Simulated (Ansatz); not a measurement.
Reaction: SnH4 (SMILES [SnH4]) → SnH3 (SMILES [SnH3], doublet) + H (doublet) (the H-Sn bond breaks)
Each species at its own B3LYP-D3(BJ)/def2-TZVP minimum (Ansatz, a quantum-chemistry and plane-wave program).

Total energies in hartree (Ansatz). Open shells are spin-unrestricted; no spin-orbit coupling. Correlated methods leave the cores frozen (noble-gas shells, and filled d and f shells in the p block). Past Kr the def2 sets carry scalar-relativistic core potentials. Where a partner has so few electrons that a lower coupled-cluster level is exact, that level stands in. Spin-orbit terms, left out, reach several kcal/mol for Br and I, and more for heavier atoms.

```csv
species,HF/def2-TZVPP,CCSD(T)/def2-TZVPP,HF/def2-QZVPP,CCSD(T)/def2-QZVPP,CCSDT(Q)/def2-QZVPP
1: SnH4 (SMILES [SnH4]),-215.64433,-215.80431,-215.64638,-215.81349,-215.81425
"2: SnH3 (SMILES [SnH3], doublet)",-215.04856,-215.17954,-215.05039,-215.18745,-215.18824
3: H (doublet),-0.49981,-0.49981,-0.49998,-0.49998,-0.49998
```

### Question
Work out the bond dissociation energy (electronic) in kcal/mol: take Hartree-Fock from def2-QZVPP, extrapolate the CCSD(T) correlation energy as X^-3 (X = 3, 4), and add CCSDT(Q) - CCSD(T) in def2-QZVPP. 1 hartree = 627.51 kcal/mol.

### Answer

Species 1: correlation (64·(-0.16711) - 27·(-0.15998))/37 = -0.17231; step -0.00076; E1 = -215.64638 + (-0.17231) + (-0.00076) = -215.81945
Species 2: correlation (64·(-0.13706) - 27·(-0.13098))/37 = -0.14150; step -0.00079; E2 = -215.05039 + (-0.14150) + (-0.00079) = -215.19268
Species 3: correlation (64·(0.00000) - 27·(0.00000))/37 = 0.00000; step +0.00000; E3 = -0.49998 + (0.00000) + (+0.00000) = -0.49998
-1·E1 +1·E2 +1·E3 = 0.12679 hartree = 79.6 kcal/mol.
